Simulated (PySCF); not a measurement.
A structure optimised at B3LYP-D3(BJ)/def2-TZVP, used in a PySCF frequency run:

```
Al
O 1 1.6958
H 2 0.9570 1 127.09
O 1 1.6958 2 124.21 3 0.00
H 4 0.9570 1 127.09 2 0.00
H 1 1.5588 2 117.89 3 180.00
```

Problem. Write its SMILES, formula and point group.

Solution. [OH][AlH][OH], AlH3O2, C2v

Problem. What are its rotational constants (standard atomic weights)?

Solution. 30.365, 6.5311, 5.3750 GHz
